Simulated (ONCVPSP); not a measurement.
## A failed generation for gadolinium

Input:

```
# ATOM AND REFERENCE CONFIGURATION
# atsym  z   nc   nv     iexc    psfile
  Gd 64.00   10    4  -001012      upf
#
#   n    l    f
    1    0    2.00
    2    0    2.00
    2    1    6.00
    3    0    2.00
    3    1    6.00
    3    2   10.00
    4    0    2.00
    4    1    6.00
    4    2   10.00
    4    3    7.00
    5    0    2.00
    5    1    6.00
    5    2    1.00
    6    0    1.75
#
# PSEUDOPOTENTIAL AND OPTIMIZATION
# lmax
    2
#
#   l,   rc,      ep,       ncon, nbas, qcut
    0    2.15    0.00    5    9    5.80
    1    1.80    0.00    3    8    4.30
    2    1.42    0.00    5    9    4.40
#
# LOCAL POTENTIAL
# lloc, lpopt,  rc(5),   dvloc0
    4    5    1.42    0.00
#
# VANDERBILT-KLEINMAN-BYLANDER PROJECTORs
# l, nproj, debl
    0    3    1.80
    1    2    1.60
    2    2    3.20
#
# MODEL CORE CHARGE
# icmod, fcfact, rcfact
    0    0.00    0.00
#
# LOG DERIVATIVE ANALYSIS
# epsh1, epsh2, depsh
   -3.00    5.00    0.02
#
# OUTPUT GRID
# rlmax, drl
    6.00    0.01
#
# TEST CONFIGURATIONS
# ncnf
    4
# nvcnf
#   n    l    f
    4
    5    0    2.00
    5    1    6.00
    5    2    1.00
    6    0    2.00
#
    4
    5    0    2.00
    5    1    6.00
    5    2    1.00
    6    0    1.00
#
    4
    5    0    2.00
    5    1    6.00
    5    2    1.00
    6    0    0.00
#
    5
    5    0    2.00
    5    1    6.00
    5    2    1.00
    6    0    0.00
    6    1    2.00
#
```

```bash
oncvpsp.x < Gd.dat > Gd.out
```

End of the output:

```

Calculating optimized projector #   1

 for l=   2

    Fraction of norm inside rc  0.101852
    Optimizing pswf for qcut=   4.41 a_B^-1,  ecut=   9.73 Ha
    Residual kinetic energy error=  8.33D-03 Ha
 ERROR pspot:  first pseudo wave function has node,          program will stop
 ERROR pspot: try changing psp parameters for this l
```

Question: Why did it fail, and what change makes it run?

Answer: The run stopped because the optimised pseudo-wave of the first projector has a node, so the radial equation cannot be inverted for a potential. A run that differs only in the following succeeds: d: rc 2.15; local potential polynomial inside 1.45 bohr (lpopt 5, dvloc0 0 Ha). Other answers can fit too; this one was computed.
